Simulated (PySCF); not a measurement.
Compound: 1-ethylimidazole, C₅H₈N₂.
Cartesian coordinates in Å at the PBE0-D3(BJ)/def2-SVP level; atoms count from 1:
```xyz
15
C5H8N2 angstrom
C     -2.1469    0.6062    0.4094
C     -1.2989   -0.1241   -0.6181
N      0.1083   -0.1428   -0.2829
C      1.0138    0.8693   -0.4861
C      2.1890    0.4306    0.0780
N      2.0225   -0.8119    0.6196
C      0.7709   -1.1236    0.3913
H     -1.8269    1.6537    0.5119
H     -3.2057    0.5988    0.1104
H     -2.0634    0.1286    1.3969
H     -1.6280   -1.1694   -0.7213
H     -1.4078    0.3375   -1.6119
H      0.7465    1.7848   -1.0089
H      3.1468    0.9490    0.1112
H      0.2768   -2.0523    0.6811
```

Computed, not measured: PySCF, TDDFT wB97X-D/def2-SVPD, vertical, gas phase, core orbitals frozen in the response.

List the vertical singlet excitations with oscillator strengths and describe the spectrum.

```tsv
state	λ (nm)	E (eV)	f	|μ| (D)	main configurations (H = HOMO, L = LUMO)
S1	192.4	6.44	0.135	2.35	H→L+1 (52%), H→L (40%)
S2	185.7	6.68	0.0029	0.34	H-1→L+1 (58%), H-1→L (25%)
S3	184.4	6.72	0.013	0.72	H→L (40%), H→L+1 (34%), H→L+3 (16%)
S4	176.1	7.04	0.0045	0.41	H→L+5 (44%), H-2→L+1 (26%), H-2→L (15%)
S5	165.5	7.49	0.031	1.04	H→L+2 (72%)
S6	163.1	7.60	0.0053	0.43	H-1→L+5 (79%)
```

The lowest singlet comes at 192 nm (622 kJ/mol) in the vacuum ultraviolet; it is of moderate strength; its leading configuration is HOMO→LUMO+1 (52%). The lowest level is also the most intense of those listed (f = 0.135). Löwdin shares by element: HOMO carbon 74% or more, nitrogen 10% or more (atoms not listed hold the other 16%); LUMO carbon 30% or more, hydrogen 20% or more (atoms not listed hold the other 50%). Orbital energies (eV): HOMO-3 -12.31, HOMO-2 -9.65, HOMO-1 -9.55, HOMO -8.39, LUMO 2.09, LUMO+1 2.37, LUMO+2 3.05. Of the 6 states listed, 3 reach f = 0.01 and none stays under 0.0005. Weighted by f, the mean energy of these states is 6.68 eV. Only the lowest 6 singlets were computed, as vertical energies without vibronic structure.

One conformer stands for the species.
